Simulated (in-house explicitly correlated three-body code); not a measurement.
Computed with an exponentially correlated three-body code. Model: two electrons around a point charge, non-relativistic, variational in 260 exponentially correlated functions (energies converged to about 1e-7 hartree, or 1e-8 relative for large Z).

For two electrons in a singlet the Kohn-Sham orbital is the square root of half the density, so the exact Kohn-Sham potential and energy parts follow from the density alone, and exchange is minus half the Hartree energy. The Kohn-Sham level equals minus the binding energy of the second electron.

Command:
```bash
python run_hyl.py task.json out
```
Settings (lengths in bohr, energies in hartree):
```
Z                      3.18
interaction_strength   1
functions              260
states_tried           13
```

Time taken, with all properties: 14 s on 1 thread of AMD EPYC 9R45 96-Core Processor (Zen 5), on a shared host.

**Those bound S and P states to n = 4 that converged, binding against the one-electron ion.**

Given: nuclear charge 3.18.

Computed: one-electron threshold -5.0562 hartree.

```tsv
term	energy (hartree)	binding (eV)	quantum defect
1 1S	-8.27995843	87.723	0.14146
2 3S	-5.7719994	19.478	0.17801
2 1S	?	?	?
2 3P	-5.68185921	17.025	0.051176
2 1P	-5.6423401	15.95	-0.01345
3 3S	-5.35314182	8.0802	0.17118
3 1S	-5.33279573	7.5266	0.06898
3 3P	?	?	?
3 1P	-5.31786114	7.1202	-0.013505
4 3S	-5.21811365	4.4059	0.16911
4 1S	-5.20993725	4.1834	0.068557
4 3P	-5.20864264	4.1482	0.051899
4 1P	-5.20372324	4.0143	-0.013389
```

Q: What belongs in the row 2 1S?

A: energy (hartree): -5.69458715; binding (eV): 17.371; quantum defect: 0.070701.

Q: What belongs in the row 3 3P?

A: energy (hartree): -5.32957935; binding (eV): 7.439; quantum defect: 0.051788.

**Converged states only, values per electron or pair.**

```csv
term,mean r (bohr),mean r squared (bohr²),mean inverse r (1/bohr),mean r12 (bohr),mean inverse r12 (1/bohr),mean cosine,mean p1 dot p2 (bohr⁻²),delta r1 (bohr⁻³),delta r12 (bohr⁻³)
1 1S,0.53585,0.39003,2.8679,0.80527,1.6798,-0.04123,0.31258,8.2674,0.66345
2 3S,1.392,3.2637,1.8931,2.3827,0.49641,-0.012127,0.019449,5.4516,-
2 1S,1.5226,4.0064,1.8721,2.6269,0.51726,-0.014393,0.023917,5.3981,0.082911
2 3P,1.311,2.9401,1.8734,2.239,0.55114,-0.05641,-0.36564,5.0442,-
2 1P,?,?,?,?,?,?,?,?,?
3 3S,2.9976,17.469,1.7196,5.5518,0.23062,-0.0036426,0.0053794,5.2083,-
3 1S,?,?,?,?,?,?,?,?,?
3 3P,2.9962,17.73,1.7142,5.5536,0.24342,-0.014985,-0.093198,5.0985,-
3 1P,3.1306,19.449,1.7101,5.8114,0.24075,0.0035978,0.088898,5.1207,0.0045401
4 3S,5.2911,57.643,1.6616,10.126,0.13183,-0.0015174,0.0021875,5.1545,-
4 1S,5.5549,63.813,1.6594,10.652,0.1336,-0.0019166,0.0029362,5.1509,0.01012
4 3P,5.3688,59.952,1.6594,10.283,0.13669,-0.0060618,-0.037137,5.1101,-
4 1P,5.5476,64.146,1.6577,10.636,0.13571,0.0014747,0.037153,5.119,0.0019983
```

Q: What belongs in the row 2 1P?

A: mean r (bohr): 1.4025; mean r squared (bohr²): 3.4087; mean inverse r (1/bohr): 1.8589; mean r12 (bohr): 2.3791; mean inverse r12 (1/bohr): 0.53805; mean cosine: 0.012913; mean p1 dot p2 (bohr⁻²): 0.30581; delta r1 (bohr⁻³): 5.1297; delta r12 (bohr⁻³): 0.013411.

Q: What belongs in the row 3 1S?

A: mean r (bohr): 3.194; mean r squared (bohr²): 20.027; mean inverse r (1/bohr): 1.714; mean r12 (bohr): 5.9404; mean inverse r12 (1/bohr): 0.23544; mean cosine: -0.004498; mean p1 dot p2 (bohr⁻²): 0.0070184; delta r1 (bohr⁻³): 5.1976; delta r12 (bohr⁻³): 0.024257.

**Functionals on the exact density and self-consistent, errors are functional minus exact, hybrids only self-consistent, a dash where a self-consistent run leaves the top level unbound.**

| result | exchange error (millihartree) | correlation error (millihartree) | functional driven error (millihartree) | density driven error (millihartree) | self consistent total error (millihartree) | top level plus exact binding (eV) |
| --- | --- | --- | --- | --- | --- | --- |
| BP86 | 7.0722 | -2.1335 | 4.9387 | -0.73127 | 4.2075 | 16.226 |
| revTPSS | -3.616 | -4.9829 | -8.5988 | -0.18785 | -8.7867 | 14.962 |
| PBE0 | - | - | - | - | 19.115 | 12.024 |
| LDA PW92 | ? | ? | ? | ? | ? | ? |
| PW91 | 22.592 | -7.4891 | 15.103 | -1.1898 | 13.914 | 16.187 |
| M06-L | ? | ? | ? | ? | ? | ? |
| r2SCAN | -4.549 | 3.0809 | -1.4681 | -0.29601 | -1.7641 | 14.744 |
| HSE06 | - | - | - | - | 16.903 | 12.424 |
| LDA VWN5 | 246.94 | -94.779 | 152.16 | -2.1003 | 150.06 | 17.31 |
| r2SCAN0 | - | - | - | - | -0.46507 | 10.836 |

Q: What belongs in the row LDA PW92?

A: exchange error (millihartree): 246.94; correlation error (millihartree): -94.096; functional driven error (millihartree): 152.85; density driven error (millihartree): -2.11; self consistent total error (millihartree): 150.74; top level plus exact binding (eV): 17.32.

Q: What belongs in the row M06-L?

A: exchange error (millihartree): -20.062; correlation error (millihartree): -2.2669; functional driven error (millihartree): -22.329; density driven error (millihartree): -2.2792; self consistent total error (millihartree): -24.608; top level plus exact binding (eV): 14.575.

**Density and exact potentials over r, pair density (one pair, times 4 pi r12^2) and exact minus Kohn-Sham pair density over r12.**

```tsv
radius (bohr)	radial density (electrons/bohr)	exchange potential (hartree)	intracule density (1/bohr)	Coulomb hole against Kohn-Sham (1/bohr)	correlation potential (hartree)
0.0669	0.60957	-2.8049	0.038668	-0.01262	-0.041
0.0778	0.77003	-2.7855	0.052307	-0.01643	-0.037
0.0906	0.9641	-2.7603	0.070823	-0.02127	-0.033
0.105	1.184	-2.7294	0.094741	-0.02703	-0.028
0.123	1.4533	-2.6875	0.12893	-0.03448	-0.022
0.143	1.7365	-2.6377	0.17198	-0.04276	-0.015
0.166	2.0322	-2.5771	0.22714	-0.05185	-0.008
0.194	2.3403	-2.5003	0.30078	-0.06169	0
0.225	2.6097	-2.4131	0.38801	-0.0704	0.007
0.262	2.8341	-2.3083	0.49583	-0.07715	0.014
0.305	2.9745	-2.1882	0.62007	-0.07968	0.02
0.355	3.0027	-2.0533	0.75487	-0.07586	0.023
0.414	2.8973	-1.9035	0.89053	-0.06385	0.025
0.482	?	?	?	?	?
0.561	?	?	?	?	?
0.653	1.8589	-1.4159	1.0908	0.01003	0.017
0.76	1.392	-1.2542	1.0233	0.03225	0.012
0.884	0.95499	-1.1009	0.87975	0.04358	0.008
1.03	0.58771	-0.95753	0.67927	0.04216	0.005
1.2	0.32028	-0.82811	0.46258	0.0311	0.003
1.39	0.15625	-0.71757	0.27796	0.01764	0.002
1.62	0.062902	-0.61674	0.13781	0.006638	0.001
```

Q: What belongs in the row 0.482?

A: radial density (electrons/bohr): 2.6567; exchange potential (hartree): -1.7453; intracule density (1/bohr): 1.006; Coulomb hole against Kohn-Sham (1/bohr): -0.04366; correlation potential (hartree): 0.024.

Q: What belongs in the row 0.561?

A: radial density (electrons/bohr): 2.2982; exchange potential (hartree): -1.5813; intracule density (1/bohr): 1.0801; Coulomb hole against Kohn-Sham (1/bohr): -0.01745; correlation potential (hartree): 0.021.

The density-driven part is never positive, since each functional's own density lowers its energy. Here it is small beside the functional-driven part (median ratio 0.079), the normal case.
